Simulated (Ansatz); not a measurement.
Two isomers of C3H6FNSi: A = `C[Si](C)(F)C#N`, B = `C=N/C([SiH3])=C\F`.

Program: Ansatz. Geometries: PBE0-D4/def2-TZVP. ΔE: electronic, gas phase. CCSD(T)/CBS adds triple-zeta CCSD(T) − MP2 to the extrapolated MP2 energy (def2 sets, frozen cores). Functionals use def2-TZVPP. B3LYP here is the variant with VWN-RPA as its local correlation; programs differ in this. Each species was taken in one conformer, which may not be the lowest.

(1) Which isomer does CCSD(T)/CBS put lower? Give the gap. (Estimate.)

(2) Give E(B) − E(A) in kcal/mol with MP2/def2-TZVPP, CCSD/def2-TZVPP, r2SCAN-D4, PBE0-D4, B3LYP, ωB97M-V, B2PLYP. (An estimate is asked.)

Largest T1 diagnostic: 0.014.

Results:

(1) Computed: A, by 108.1 kcal/mol.

(2) Computed: MP2/def2-TZVPP 113.5, CCSD/def2-TZVPP 108.9, r2SCAN-D4 103.2, PBE0-D4 100.2, B3LYP 101.7, ωB97M-V 106.3, B2PLYP 106.8. None reverses the order clearly.

From PBE to PBE0 (25 % exact exchange), in def2-TZVPP and without D4, E(B) − E(A) moves by +4.3 kcal/mol.
